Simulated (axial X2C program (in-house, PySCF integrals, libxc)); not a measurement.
# Nuclear properties of Ge₂

Computed with an axial X2C code built on PySCF integrals: two-component X2C with atomic mean-field Coulomb and Gaunt terms, Gaussian nuclei, basis Ge dyall-cv3z with contracted cores.

R = 2.379 Å (near the PBE0 minimum at charge 0 of the determinant lowest at the starting distance; the state shown can have its own minimum elsewhere).

Input and command:
```json
{"zs": [32, 32], "q": 0, "bas": ["dyall-cv3z", "dyall-cv3z"], "r0": 2.42, "levels": ["PBE0", "HF", "BHandHLYP", "BP86", "TPSSh"], "nst": 3}
```
```bash
python soeom.py task.json out
```

Keys: zs atomic numbers; q charge; bas basis sets; r0 starting distance in Å; levels methods; nst determinants followed.

Determinant lowest in the PBE0 search, Ω = 1 (⟨Sz⟩ = 1.00, ⟨Lz⟩ = 0.00 at PBE0), spin on the atoms Ge 0.50, Ge 0.50:

```tsv
level	A∥/gI Ge (MHz)	qzz Ge (a.u.)
PBE0	-216	-4.43
HF	-309	-4.49
BHandHLYP	-175	-4.52
BP86	-213	-4.35
TPSSh	-193	-4.36
```

Determinant 0.29 eV from it at PBE0 and this distance, Ω = 2 (⟨Sz⟩ = 1.00, ⟨Lz⟩ = 1.00 at PBE0), spin on the atoms Ge 0.50, Ge 0.50:

```json
{"level": "PBE0", "A∥/gI Ge (MHz)": "133", "qzz Ge (a.u.)": "-0.26"}
{"level": "HF", "A∥/gI Ge (MHz)": "34.2", "qzz Ge (a.u.)": "-0.60"}
{"level": "BHandHLYP", "A∥/gI Ge (MHz)": "130", "qzz Ge (a.u.)": "-0.35"}
{"level": "BP86", "A∥/gI Ge (MHz)": "171", "qzz Ge (a.u.)": "-0.13"}
{"level": "TPSSh", "A∥/gI Ge (MHz)": "154", "qzz Ge (a.u.)": "-0.19"}
```

A∥ (defined per Ω) follows by multiplying with gI = μI/(I μN); qzz is the electric field gradient, eQq0 = 234.96 MHz × Q/barn × qzz. The operators were transformed with the bare-nucleus X2C matrices; with these basis sets, hyperfine constants and field gradients can be off by tens of per cent, and where levels differ in sign neither size nor sign is settled.

Task: With gI(73Ge) = -0.1954, Q(73Ge) = -0.196 barn (g factors from the IAEA table of nuclear moments by Stone; Q from Pyykkö, Mol. Phys. 2018), turn the PBE0 values of the first state into constants in MHz.

Result: A∥(73Ge) = -216 × -0.1954 = 42.2 MHz; eQq0(73Ge) = 234.96 × (-0.196) × (-4.43) = 204 MHz.

Each state is one determinant with collinear spin, which with several unpaired electrons need not be a pure state. Unrestricted Hartree–Fock can overshoot spin polarisation at the nuclei. With several open shells hyperfine constants can be off by a factor of several. Open-shell Ω = 0 determinants with evenly filled partner blocks cannot be reached by this program, so the Ω shown need not be the lowest component. States lie within half an eV, so the first need not be the ground state. Further determinants of the search, some of them spin-mixed, are not shown. PBE0 term energies can be off by some tenths of an eV.
